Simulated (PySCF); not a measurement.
Two species compared at the same levels of theory.

First species: C6H6N2S.
Bonds: N1–C2, C2–S3 (double), C2–C4, C4–C5 (aromatic), C5–C6 (aromatic), C6–N7 (aromatic), N7–C8 (aromatic), C8–C9 (aromatic), C4–C9 (aromatic). Hydrogens: H10, H11 on N1; H12 on C5; H13 on C6; H14 on C8; H15 on C9.

Second species: C5H12OSi2.
SMILES: `CC(C)O[SiH2]C#C[SiH3]`

Levels: B3LYP/def2-SVPD for dipole moment, HOMO energy, LUMO energy, HOMO–LUMO gap, static isotropic polarisability and electronic spatial extent ⟨r²⟩ about the centre of nuclear charge; TDDFT B3LYP/def2-SVPD for lowest singlet excitation; TDA B3LYP/def2-SVPD for lowest triplet excitation (Tamm–Dancoff); ΔSCF B3LYP/def2-SVPD for vertical ionisation energy; PBE0-D3(BJ)/def2-SVP for rotational constant A and rotational constant C. Geometries: PBE0-D3(BJ)/def2-SVP. Each structure is a single optimised conformer of the isolated species, non-relativistic unless stated; the electronic structure was computed with PySCF and density fitting.

Dipoles, sizes and rotational constants follow the conformer. The torsions of the flexible species, by atom-mapped SMILES:
- `[NH2:1][C:2](=[S:3])[c:4]1[cH:5][cH:6][n:7][cH:8][cH:9]1`: N1–C2–C4–C5 -151°, H–N1–C2–S3 -2°, H–N1–C2–S3 -169°
- `[CH3:1][CH:2]([CH3:3])[O:4][SiH2:5][C:6]#[C:7][SiH3:8]`: C1–C2–O4–Si5 -100°, C2–O4–Si5–C6 63°

Values for the first species:

```
Dipole moment                                                     : 3.78 D
HOMO energy                                                       : -6.25 eV
LUMO energy                                                       : -2.44 eV
HOMO–LUMO gap                                                     : 3.81 eV
Lowest singlet excitation                                         : 2.71 eV
Lowest triplet excitation (Tamm–Dancoff)                          : 2.40 eV
Static isotropic polarisability                                   : 110.2 au
Vertical ionisation energy                                        : 8.43 eV
Electronic spatial extent ⟨r²⟩ about the centre of nuclear charge : 1459 bohr²
Rotational constant A                                             : 3.191 GHz
Rotational constant C                                             : 0.746 GHz
```

Question: Estimate the same properties for the second species, and the change in each.

Answer: 
| property | first | second | second less first |
| --- | --- | --- | --- |
| dipole moment | 3.78 D | 1.19 D | -2.59 D |
| HOMO energy | -6.25 eV | -7.85 eV | -1.60 eV |
| LUMO energy | -2.44 eV | -1.09 eV | +1.35 eV |
| HOMO–LUMO gap | 3.81 eV | 6.76 eV | +2.95 eV |
| lowest singlet excitation | 2.71 eV | 5.34 eV | +2.63 eV |
| lowest triplet excitation (Tamm–Dancoff) | 2.40 eV | 4.51 eV | +2.11 eV |
| static isotropic polarisability | 110.2 au | 121.1 au | +10.9 au |
| vertical ionisation energy | 8.43 eV | 9.65 eV | +1.22 eV |
| electronic spatial extent ⟨r²⟩ about the centre of nuclear charge | 1459 bohr² | 2368 bohr² | +909 bohr² |
| rotational constant A | 3.191 GHz | 2.535 GHz | -0.656 GHz |
| rotational constant C | 0.746 GHz | 0.474 GHz | -0.272 GHz |

On the first: The 10 singlets span 2.71 to 5.46 eV, and their oscillator strengths add up to 0.38. S1 lies 1.10 eV below the HOMO–LUMO gap; its leading configuration is HOMO→LUMO, weight 0.97.

On the second: The dipole equals about 4.0 × 10⁻³⁰ C·m (1 D = 3.33564 × 10⁻³⁰ C·m). The principal polarisabilities are 95.5, 110.9 and 156.9 au; their mean is the isotropic value.
